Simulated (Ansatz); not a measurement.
Input for Ansatz (an electronic-structure program): R-B3LYP-D3(BJ)/def2-TZVP on SiH4 (SMILES [SiH4]).

Ansatz 0.2 input:
```yaml
crystal:
  periodic: [false, false, false]
  atoms:
    - {symbol: Si, position_ang: [0.00000000, -0.00000000, -0.00000000]}
    - {symbol: H, position_ang: [-0.16690000, 1.20690000, -0.80490000]}
    - {symbol: H, position_ang: [-0.73390000, 0.14590000, 1.25400000]}
    - {symbol: H, position_ang: [1.41760000, -0.20200000, 0.28630000]}
    - {symbol: H, position_ang: [-0.51680000, -1.15090000, -0.73540000]}
basis:
  gaussian:
    orbitals: def2-TZVP
hamiltonian:
  xc: b3lyp
  dispersion: d3bj
relax: {f_tol: 0.004, max_steps: 120}
scf: {lower_state_search: off}
```

The log:

```
WARN ansatz: RAYON_NUM_THREADS=4 ignored (pool sized by the plan → 4); use --threads N
Functional definition: B3LYP
these checks for a lower state are left out or cut short: stability, starts, cluster_reference, orbital_swaps, neighbouring_geometries, increment
integrals: 0.01 GiB planned
437 factors; their error is unknown
mean field: 0.14 GiB planned
mean field evaluation 1: about -7942.9410 eV, gradient 1.1e1 eV
mean field evaluation 2: about -7943.3132 eV, gradient 5.5e0 eV
mean field evaluation 4: about -7943.4069 eV, gradient 9.8e-2 eV
mean field evaluation 8: about -7943.4341 eV, gradient 4.4e-4 eV
mean field -7943.43411619 eV, -291.9158195168 hartree, gradient 6.3e-7 eV, S^2 0.000000; 0 other end points of the search recorded, 0 dependent functions left out
the calculation of the forces begins
reference -7943.43432675 eV, -291.9158272549 hartree; 9, 9 occupied and 52, 52 virtual orbitals, 437 factors
relax step   1: F+E_penalty+E_count = -7943.52048349 eV  Δ(F+E_penalty+E_count) = +0.000e0 eV  max|allowed force component| = 3.781e-1 eV/Å  Δτ_max = 0.0000 Å  (11 SCF iters, accepted)
these checks for a lower state are left out or cut short: stability, starts, cluster_reference, orbital_swaps, neighbouring_geometries, increment
integrals: 0.01 GiB planned
437 factors; their error is unknown
mean field: 0.14 GiB planned
mean field evaluation 16: about -7943.4484 eV, gradient 6.1e-2 eV
mean field -7943.44841049 eV, -291.9163448227 hartree, gradient 8.1e-7 eV, S^2 0.000000; 0 other end points of the search recorded, 0 dependent functions left out
the calculation of the forces begins
reference -7943.44862171 eV, -291.9163525849 hartree; 9, 9 occupied and 52, 52 virtual orbitals, 437 factors
relax step   2: F+E_penalty+E_count = -7943.53464771 eV  Δ(F+E_penalty+E_count) = -1.416e-2 eV  max|allowed force component| = 1.047e-1 eV/Å  Δτ_max = 0.0143 Å  (16 SCF iters, accepted)
these checks for a lower state are left out or cut short: stability, starts, cluster_reference, orbital_swaps, neighbouring_geometries, increment
integrals: 0.01 GiB planned
437 factors; their error is unknown
mean field: 0.14 GiB planned
mean field -7943.44969145 eV, -291.9163918972 hartree, gradient 7.8e-7 eV, S^2 0.000000; 0 other end points of the search recorded, 0 dependent functions left out
the calculation of the forces begins
reference -7943.44990293 eV, -291.9163996688 hartree; 9, 9 occupied and 52, 52 virtual orbitals, 437 factors
relax step   3: F+E_penalty+E_count = -7943.53588053 eV  Δ(F+E_penalty+E_count) = -1.233e-3 eV  max|allowed force component| = 1.464e-3 eV/Å  Δτ_max = 0.0057 Å  (16 SCF iters, accepted)
Total energy: -7943.53609201 eV, -291.9195670591 hartree
Atom 0 at    -0.000001    -0.000019     0.000000 Å, force    -0.000000    -0.000014     0.000000 eV/Å
Atom 1 at    -0.169179     1.223419    -0.815939 Å, force    -0.000171     0.001236    -0.000826 eV/Å
Atom 2 at    -0.743939     0.147877     1.271165 Å, force    -0.000751     0.000149     0.001281 eV/Å
Atom 3 at     1.437020    -0.204743     0.290237 Å, force     0.001464    -0.000197     0.000301 eV/Å
Atom 4 at    -0.523901    -1.166634    -0.745463 Å, force    -0.000542    -0.001174    -0.000756 eV/Å
Dipole moment:    -0.000001     0.000001     0.000000 e Å
Checks for a lower state left out: stability, starts, cluster_reference, orbital_swaps, neighbouring_geometries, increment
```

The calculation finished and met its thresholds.

Cost: around 1.7 core-seconds (rough).
